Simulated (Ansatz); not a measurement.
One change: `N/C=[CH]\[InH2]` becomes `C/C=C/N`.

Ansatz, PBE0-D4/def2-TZVP geometries, multiplicity 1. Each molecule was computed in one conformer, which needn't be the lowest.

Elements past krypton have def2 core potentials.

```csv
property,`N/C=[CH]\[InH2]`
HOMO–LUMO gap (PBE/def2-TZVPP) / eV,2.91
LUMO energy (ωB97M-V/def2-TZVPP) / eV,-0.02
zero-point energy (PBE0-D4/def2-TZVP) / kJ/mol,186.6
LUMO energy (PBE0/def2-TZVPP) / eV,-1.48
HOMO–LUMO gap (ωB97M-V/def2-TZVPP) / eV,8.25
size of the dipole moment (B3LYP/def2-TZVPP) / D,2.40
```

Q: Give the same properties after the change, and the shifts. (Estimate.)

A: Computed: 
| property | `C/C=C/N` | shift |
| --- | --- | --- |
| HOMO–LUMO gap (PBE/def2-TZVPP) / eV | 4.77 | 1.86 |
| LUMO energy (ωB97M-V/def2-TZVPP) / eV | 2.65 | 2.67 |
| zero-point energy (PBE0-D4/def2-TZVP) / kJ/mol | 255.8 | 69.2 |
| LUMO energy (PBE0/def2-TZVPP) / eV | 1.17 | 2.65 |
| HOMO–LUMO gap (ωB97M-V/def2-TZVPP) / eV | 10.57 | 2.32 |
| size of the dipole moment (B3LYP/def2-TZVPP) / D | 1.32 | -1.08 |

With PBE0 the HOMO rises by 0.43 eV and the LUMO rises by 2.65 eV, so the gap widens by about 2.22 eV. PBE moves the HOMO by 0.53 eV and ωB97M-V by 0.36 eV. The zero-point energy changes by 69.2 kJ/mol with +3 modes. Dipoles are sizes alone; their direction can turn.

Positive LUMOs are unbound, so they and the gaps depend on the basis.

B3LYP here is the variant with VWN-RPA as its local correlation; programs differ in this.
